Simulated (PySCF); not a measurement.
# LiAs and its ions

UHF-CCSD(T); Li pcseg-1, As pcseg-1; no relativity (PySCF 2.14). Neutral (UHF): triplet (π ↑↑), Re = 2.474 Å, ωe = 423 cm⁻¹, De = 1.24 eV.

LiAs⁺ (UHF): quartet (σ ↑, π ↑↑), Re = 2.835 Å, ωe = 215 cm⁻¹, De = 0.36 eV to Li⁺ + As. The energies at the minima are -2241.45677 hartree for LiAs and -2241.22826 for LiAs⁺.

Problem. Work out the adiabatic ionisation energy, without and with harmonic zero-point energies (1 hartree = 27.2114 eV, 1 eV = 8065.5 cm⁻¹), and the change of the bond length.

Solution. At UHF-CCSD(T): 0.22851 hartree = 6.218 eV between the minima; the zero-point term (215.0 − 423.0)/2 cm⁻¹ = -0.013 eV makes it 6.205 eV. Re changes by +36.1 pm against the neutral. The electron leaves a σ orbital, and the ion is left as a loose complex of an ion and an atom.

Correlated steps freeze 9 core orbitals. Weak bonds: LiAs⁺. Basis-set superposition, not corrected here, can be much of De in a small basis, most of all at correlated wavefunction levels. Spin–orbit coupling is left out. For an ion De counts to the pair picked by the measured ionisation energies or electron affinities, which need not be the lowest pair at this level. States were picked by a PBE0 search and need not be the measured ground states.
